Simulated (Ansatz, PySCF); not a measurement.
Gas-phase reaction (SMILES): [Br][AlH][Br] + [H][H] (H2) → [AlH2][Br] + Br (HBr); hydrogen cleaves one Al-Br bond, a model of a ligand-exchange step.

Each molecule is optimised on its own at B3LYP-D3(BJ)/def2-TZVP (Ansatz, a quantum-chemistry and plane-wave program). Cores are frozen in the correlated levels unless marked. No spin-orbit coupling. The frozen core is the preceding noble-gas configuration, with the filled d and f shells of earlier blocks. Non-relativistic. CBS marks a two-point X^-3 extrapolation of the correlation energy; Hartree-Fock from the larger set. Thermal terms are rigid-rotor harmonic-oscillator values from B3LYP-D3(BJ) frequencies (Ansatz or PySCF) at 298.15 K and 1 atm. 1 Eh = 627.5095 kcal/mol.

| species | E, CCSD(T)/CBS(def2-TZVPPD,def2-QZVPPD) (Ansatz) (Eh) | E, PBE-D3(BJ)/def2-TZVPD (Ansatz + dftd3) (Eh) | H - E (Eh) |
|---|---|---|---|
| [Br][AlH][Br] | -5388.10871 | -5390.56870 | 0.01468 |
| [H][H] (H2) | -1.17452 | -1.16598 | 0.01336 |
| [AlH2][Br] | -2815.94392 | -2817.31161 | 0.01873 |
| Br (HBr) | -2573.28305 | -2574.36932 | 0.00927 |

Q: Work out ΔE and ΔH at 298.15 K at the first level, then ΔH at the second.

A: 
1. ΔE = [(-2815.94392) + (-2573.28305)] - [(-5388.10871) + (-1.17452)] = 0.05626 Eh = 35.3 kcal/mol at CCSD(T)/CBS(def2-TZVPPD,def2-QZVPPD).
2. The terms H - E add up to -0.00004 Eh, so ΔH = (0.05626 + (-0.00004))×627.5095 = 35.3 kcal/mol.
3. At PBE-D3(BJ)/def2-TZVPD the same steps give ΔE = 33.7 and ΔH = 33.7 kcal/mol, a shift of -1.6 from the first level.
4. These values are not checked against measurement here, since the tables used lack a sound gas-phase enthalpy of formation for at least one species.
